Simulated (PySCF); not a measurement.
Job file and geometry (Å, from GFN2-xTB) of an NMR shielding run on `InChI=1S/C5H7ClN2Si/c6-9(5-3-8)4-1-2-7/h9H,1,4-5H2/t9-/m1/s1`, PySCF 2.14.0, density-fitted response routines, GIAO PBE0/pcSseg-1 NMR shielding, non-relativistic, gas phase; density fitting, a coarse starting grid and PySCF grid level 2 are the driver's defaults:

```
$ OMP_NUM_THREADS=1 python probes_run.py task.json out

{"job": {"kind": "nmr", "xc": "PBE0", "basis": "pcSseg-1"}, "charge": 0, "multiplicity": 1}
N     -1.199197     0.582755    -2.424218
C     -1.452455    -0.087636    -1.533327
C     -1.734958    -0.922352    -0.395617
C     -0.874427    -0.530315     0.816370
Si     1.012056    -0.629453     0.509192
Cl     1.421435    -2.212989    -0.681280
C      1.608900     0.954823    -0.395135
C      1.285253     2.118982     0.369974
N      1.008317     3.028203     1.006285
H     -1.538194    -1.960084    -0.680583
H     -2.798272    -0.826241    -0.155567
H     -1.134680     0.483859     1.124309
H     -1.147602    -1.186463     1.644161
H      1.715006    -0.777126     1.782294
H      2.689472     0.927887    -0.546897
H      1.131749     1.045094    -1.374228
```

Question: What does the program print?

Answer: 
```
coarse grid: 15144 points
cycle   1  E = -1053.1280691751  dE =  1.125e+00  |g| = 6.232e-01  |ddm| = 3.797e+00
cycle   2  E = -1052.8711217748  dE =  2.569e-01  |g| = 1.258e+00  |ddm| = 1.600e+00
cycle   3  E = -1053.2204768104  dE = -3.494e-01  |g| = 1.647e-01  |ddm| = 1.026e+00
cycle   4  E = -1053.2264891197  dE = -6.012e-03  |g| = 4.384e-02  |ddm| = 1.579e-01
cycle   5  E = -1053.2269150666  dE = -4.259e-04  |g| = 9.536e-03  |ddm| = 4.329e-02
cycle   6  E = -1053.2269363127  dE = -2.125e-05  |g| = 2.916e-03  |ddm| = 1.053e-02
cycle   7  E = -1053.2269374026  dE = -1.090e-06  |g| = 2.041e-03  |ddm| = 3.431e-03
final grid: 139304 points
cycle   8  E = -1053.2771670358  dE = -3.295e-05  |g| = 8.432e-03  |ddm| = 2.762e-02
cycle   9  E = -1053.2771449363  dE =  2.210e-05  |g| = 1.310e-02  |ddm| = 1.516e-02
cycle  10  E = -1053.2771805036  dE = -3.557e-05  |g| = 3.543e-03  |ddm| = 9.978e-03
cycle  11  E = -1053.2771831830  dE = -2.679e-06  |g| = 4.099e-04  |ddm| = 2.564e-03
cycle  12  E = -1053.2771832175  dE = -3.447e-08  |g| = 8.905e-05  |ddm| = 4.089e-04
cycle  13  E = -1053.2771832193  dE = -1.832e-09  |g| = 2.806e-05  |ddm| = 1.096e-04
cycle  14  E = -1053.2771832195  dE = -1.869e-10  |g| = 8.767e-06  |ddm| = 3.530e-05
converged SCF energy = -1053.2771832195

GIAO shielding tensors (ppm)
atom      isotropic    diamagn.    paramagn.     s11        s22        s33       span
  0 N      -34.586     340.162    -374.747   -205.889   -193.944    296.076    501.966
  1 C       60.847     264.172    -203.325    -58.633    -49.437    290.611    349.244
  2 C      175.337     250.309     -74.972    164.792    176.190    185.027     20.235
  3 C      174.162     256.008     -81.847    168.303    171.836    182.345     14.041
  4 Si     342.883     879.817    -536.934    307.704    350.905    370.041     62.337
  5 Cl     983.064    1149.639    -166.576    940.660    976.972   1031.559     90.900
  6 C      180.798     257.453     -76.655    165.531    178.213    198.648     33.117
  7 C       66.840     262.195    -195.355    -47.192    -44.347    292.058    339.250
  8 N      -31.310     340.900    -372.210   -204.123   -196.222    306.416    510.538
  9 H       29.154      29.462      -0.308     25.420     27.827     34.216      8.797
 10 H       29.112      27.668       1.444     23.416     26.990     36.929     13.513
 11 H       30.058      34.476      -4.417     26.145     28.112     35.917      9.772
 12 H       30.635      31.752      -1.117     25.674     27.987     38.243     12.569
 13 H       26.393      28.967      -2.575     22.818     24.244     32.116      9.298
 14 H       29.758      27.719       2.039     24.011     28.947     36.317     12.306
 15 H       28.603      33.060      -4.456     24.662     27.185     33.963      9.301
```

Question: Turn these shieldings into chemical shifts. Shifts are taken against calculated references (same method and geometry level): ¹⁵N (σref 267.73) vs NH3; ¹³C (σref 186.93), ²⁹Si (σref 349.16), ¹H (σref 31.72) against TMS; HCl for ³⁵Cl (σref 949.78).

Answer: Averaging equivalent atoms: N 0: 302.3; N 8: 299.0; C 1: 126.1; C 7: 120.1; C 3: 12.8; C 2: 11.6; C 6: 6.1; Si 4: 6.3; Cl 5: -33; H 13: 5.32; H 15: 3.11; H 10: 2.61; H 9: 2.56; H 14: 1.96; H 11: 1.66; H 12: 1.08 ppm. Experimental scales use liquid or dissolved standards, which lie at an offset from isolated NH3 (liquid NH3: subtract about 20 ppm). Unscaled 15N shifts of sp2 nitrogen come out 20 to 40 ppm too high even then.

Size and cost of the density-fitted run: 202 basis functions, 82 s wall time on 1 thread of an Arm Neoverse N1, shared host; peak memory 0.91 GiB.
